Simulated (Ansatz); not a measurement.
`[OH][Sn]([OH])([F])[Br]`, charge 0, multiplicity 1.

(1) Give a relaxed structure at PBE0-D4/def2-TZVP (Ansatz). (An estimate is asked.)

## Answers

(1) Ansatz gave: 
Cartesian coordinates in Å:
```
O 0.527 -0.917 -1.261
Sn 0.146 0.276 0.216
O -1.766 0.511 0.319
F 0.790 -0.616 1.773
Br 1.235 2.442 0.129
H 1.307 -1.460 -1.113
H -2.240 -0.234 -0.063
```
